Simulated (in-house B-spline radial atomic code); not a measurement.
A fraction x of an electron is removed from 4p in Kr, starting from [Ar] 3d10 4s2 4p6 and keeping the highest spin. All numbers are computed (scalar-relativistic (X2C) revTPSS, spin-polarised, spherical fractional occupations; Fermi nucleus of rms radius 4.1884 fm) with a radial B-spline atomic code at the basis-set limit, not measured.

```tsv
x	E(x) - E(0) (eV)	4p down level (eV)
0	0.0000	-9.398
0.01	0.0944	-9.490
0.13	1.3002	-10.609
0.27	2.8781	-11.936
0.44	5.0463	-13.577
0.5	5.8785	-14.164
0.52	6.1637	-14.360
0.73	9.3977	-16.446
0.75	9.7286	-16.647
0.88	11.9781	-17.962
1	14.2069	-19.188
```

The exact functional would give a straight line between the two integer points. Deviations E(x) - E(0) - x[E(1) - E(0)], in eV: -0.048 at x = 0.01, -0.547 at x = 0.13, -0.958 at x = 0.27, -1.205 at x = 0.44, -1.225 at x = 0.5, -1.224 at x = 0.52, -0.973 at x = 0.73, -0.927 at x = 0.75, -0.524 at x = 0.88.

The curve lies below the straight line by up to 1.225 eV (at x = 0.5): convex, the delocalisation error that favours fractional charges.

Problem. How well does Slater's transition state (minus the level at half occupation) give the ionisation energy?

Solution. It gives 14.164 eV against 14.207 eV from the two total energies; NIST lists 14.00 eV, ground level to ground level.
